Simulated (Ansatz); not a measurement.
**Reading a saddle point**

A first-order saddle point of Si3H8S, singlet, PBE0-D4/def2-TZVP, with one imaginary mode of 1096i cm⁻¹:

```
12
angstrom
Si -0.3156 -0.2962 -1.1373
Si 1.1766 1.3004 0.2497
S 0.9496 -1.4154 -2.2730
H 1.2723 0.0366 -1.0535
H -1.0956 0.8280 -1.7337
Si -1.3288 -1.1794 0.7866
H 0.0399 2.2070 0.5638
H 2.2762 2.0627 -0.3927
H 1.6556 0.5981 1.4641
H -1.9320 -0.1091 1.6259
H -0.3038 -1.9181 1.5648
H -2.3942 -2.1146 0.3354
```

Program: Ansatz 0.2.0. Basis: def2-TZVPP and def2-QZVPP. Cores are frozen in the correlated methods. Extrapolation: Hartree–Fock as exp(−7.88 √X), correlation as X^−2.97.

(1) Which contacts change along the imaginary mode, and what lies on either side? (Judge from chemistry; the calculation decides.)

(2) Which side is lower, and how far does the saddle lie above each? (An estimate is asked for; the value comes from the calculation.)

The T1 diagnostic stays at or below 0.018.

Answers

(1) By the calculation: The step is Si₃H₈S ([SiH3][SiH]([SiH3])[SH]) → Si₂H₄S ([SiH3][SiH][S]) + SiH₄, with the molecules in contact on both sides. Shortening one way: Si2–H4; lengthening the same way: Si1–Si2, S3–H4.
```
   pair  one side (Å)  saddle (Å)  other side (Å)
 Si2–H4          3.52        1.82            1.52
Si1–Si2          2.34        2.59            3.18
  S3–H4          1.34        1.92            3.33
```

(2) By the calculation: The side with Si1–Si2, S3–H4 short is lower by 104.5 kJ/mol; the saddle lies 218.8 kJ/mol above it and 114.3 kJ/mol above the other (CCSD(T) at an estimated basis limit (MP2 extrapolated from triple and quadruple zeta, plus CCSD(T) − MP2 in triple zeta); electronic energies).

Labels in which every atom is bracketed show which atoms are joined, not bond orders.

For scale, one of the runs: CCSD(T)/def2-TZVPP, 280 basis functions, launched by `ansatz run in.yaml --threads 4 --pin off --events-out ev --progress --plain --max-ram 9574MiB`. The run took 2.4 min on 4 CPU threads of an Intel Xeon (shared host), with 6.8 GiB of host memory at its peak.
